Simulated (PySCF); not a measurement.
Isomers of C5H12NP.

All values: PBE0/pcSseg-1 (PySCF) at GFN2-xTB geometries, gas phase, one conformer each.

**Question.** Rank by the highest Hirshfeld charge on any atom, lowest value first.
A. `[CH2:1]=[P:2][N:3]([CH2:4][CH3:5])[CH2:6][CH3:7]` with C1–P2–N3–C4 179°, P2–N3–C4–C5 -107°, P2–N3–C6–C7 78°
B. `[CH2:1]=[CH:2][P:3]([NH2:4])[CH2:5][CH2:6][CH3:7]` with C1–C2–P3–N4 157°, C2–P3–N4–H 170° and -72°, C2–P3–C5–C6 73°, P3–C5–C6–C7 179°
C. `[H]/[P:4]=[C:3](/[CH2:2][CH3:1])[N:5]([CH3:6])[CH3:7]` with C1–C2–C3–P4 -114°
D. `[CH3:1]/[CH:2]=[P:3]/[N:4]([CH3:5])[CH2:6][CH3:7]` with C2–P3–N4–C5 4°, P3–N4–C6–C7 92°
E. `[CH2:1]=[CH:2][P:3]([CH3:4])[N:5]([CH3:6])[CH3:7]` with C1–C2–P3–C4 -116°, C2–P3–N5–C6 165°
F. `[CH3:1][C@H:2]1[CH2:3][P@:4]([CH3:5])(=[NH:6])[CH2:7]1` with C1–C2–C3–P4 112°, C2–C3–P4–C5 -99°, C3–P4–C7–C2 -6°, C1–C2–C7–P4 -112°

**Answer.** C (+0.053 e), D (+0.124 e), A (+0.146 e), B (+0.171 e), E (+0.184 e), F (+0.400 e).

**Question.** Rank by the lowest IAO charge on any atom, lowest value first.
A. `[CH2:1]=[P:2][N:3]([CH2:4][CH3:5])[CH2:6][CH3:7]` with C1–P2–N3–C4 179°, P2–N3–C4–C5 -107°, P2–N3–C6–C7 78°
B. `[H]/[P:4]=[C:3](/[CH2:2][CH3:1])[N:5]([CH3:6])[CH3:7]` with C1–C2–C3–P4 -114°
C. `[CH3:1]/[CH:2]=[P:3]/[N:4]([CH3:5])[CH2:6][CH3:7]` with C2–P3–N4–C5 4°, P3–N4–C6–C7 92°
D. `[CH3:1][C@H:2]1[CH2:3][P@:4]([CH3:5])(=[NH:6])[CH2:7]1` with C1–C2–C3–P4 112°, C2–C3–P4–C5 -99°, C3–P4–C7–C2 -6°, C1–C2–C7–P4 -112°
E. `[CH2:1]=[CH:2][P:3]([CH3:4])[N:5]([CH3:6])[CH3:7]` with C1–C2–P3–C4 -116°, C2–P3–N5–C6 165°
F. `[CH2:1]=[CH:2][P:3]([NH2:4])[CH2:5][CH2:6][CH3:7]` with C1–C2–P3–N4 157°, C2–P3–N4–H 170° and -72°, C2–P3–C5–C6 73°, P3–C5–C6–C7 179°

**Answer.** D (-0.972 e), F (-0.779 e), A (-0.697 e), E (-0.612 e), C (-0.475 e), B (-0.414 e).

**Question.** Rank by the highest IAO charge on any atom, highest value first.
A. `[H]/[P:4]=[C:3](/[CH2:2][CH3:1])[N:5]([CH3:6])[CH3:7]` with C1–C2–C3–P4 -114°
B. `[CH2:1]=[P:2][N:3]([CH2:4][CH3:5])[CH2:6][CH3:7]` with C1–P2–N3–C4 179°, P2–N3–C4–C5 -107°, P2–N3–C6–C7 78°
C. `[CH3:1]/[CH:2]=[P:3]/[N:4]([CH3:5])[CH2:6][CH3:7]` with C2–P3–N4–C5 4°, P3–N4–C6–C7 92°
D. `[CH3:1][C@H:2]1[CH2:3][P@:4]([CH3:5])(=[NH:6])[CH2:7]1` with C1–C2–C3–P4 112°, C2–C3–P4–C5 -99°, C3–P4–C7–C2 -6°, C1–C2–C7–P4 -112°
E. `[CH3:1][NH:2][P:3]([CH3:4])[CH:5]1[CH2:6][CH2:7]1` with C1–N2–P3–C4 175°, N2–P3–C5–C6 180°

**Answer.** D (+1.329 e), E (+0.615 e), B (+0.529 e), C (+0.478 e), A (+0.159 e).

All values together:

| SMILES | μ (D) | HOMO (eV) | LUMO (eV) | lowest IAO charge (e) | highest IAO charge (e) | lowest Hirshfeld charge (e) | highest Hirshfeld charge (e) |
| --- | --- | --- | --- | --- | --- | --- | --- |
| C=CP(N)CCC | 0.51 | -5.92 | -0.23 | -0.779 (N) | +0.611 (P) | -0.273 (N) | +0.171 (P) |
| C=CP(C)N(C)C | 0.67 | -5.67 | -0.19 | -0.612 (C) | +0.610 (P) | -0.172 (C) | +0.184 (P) |
| C/C=P/N(C)CC | 1.74 | -5.68 | -0.57 | -0.475 (C) | +0.478 (P) | -0.140 (C) | +0.124 (P) |
| [H]/P=C(/CC)N(C)C | 4.09 | -5.47 | -0.35 | -0.414 (C) | +0.159 (H) | -0.118 (C) | +0.053 (H) |
| C=PN(CC)CC | 2.13 | -5.95 | -0.66 | -0.697 (C) | +0.529 (P) | -0.221 (C) | +0.146 (P) |
| CNP(C)C1CC1 | 0.69 | -5.72 | 0.96 | -0.619 (N) | +0.615 (P) | -0.206 (N) | +0.182 (P) |
| C[C@H]1C[P@](C)(=N)C1 | 3.32 | -6.20 | 1.12 | -0.972 (N) | +1.329 (P) | -0.419 (N) | +0.400 (P) |

Conformers: `[CH2:1]=[CH:2][P:3]([NH2:4])[CH2:5][CH2:6][CH3:7]` with C1–C2–P3–N4 157°, C2–P3–N4–H 170° and -72°, C2–P3–C5–C6 73°, P3–C5–C6–C7 179°; `[CH2:1]=[CH:2][P:3]([CH3:4])[N:5]([CH3:6])[CH3:7]` with C1–C2–P3–C4 -116°, C2–P3–N5–C6 165°; `[CH3:1]/[CH:2]=[P:3]/[N:4]([CH3:5])[CH2:6][CH3:7]` with C2–P3–N4–C5 4°, P3–N4–C6–C7 92°; `[H]/[P:4]=[C:3](/[CH2:2][CH3:1])[N:5]([CH3:6])[CH3:7]` with C1–C2–C3–P4 -114°; `[CH2:1]=[P:2][N:3]([CH2:4][CH3:5])[CH2:6][CH3:7]` with C1–P2–N3–C4 179°, P2–N3–C4–C5 -107°, P2–N3–C6–C7 78°; `[CH3:1][NH:2][P:3]([CH3:4])[CH:5]1[CH2:6][CH2:7]1` with C1–N2–P3–C4 175°, N2–P3–C5–C6 180°; `[CH3:1][C@H:2]1[CH2:3][P@:4]([CH3:5])(=[NH:6])[CH2:7]1` with C1–C2–C3–P4 112°, C2–C3–P4–C5 -99°, C3–P4–C7–C2 -6°, C1–C2–C7–P4 -112°.
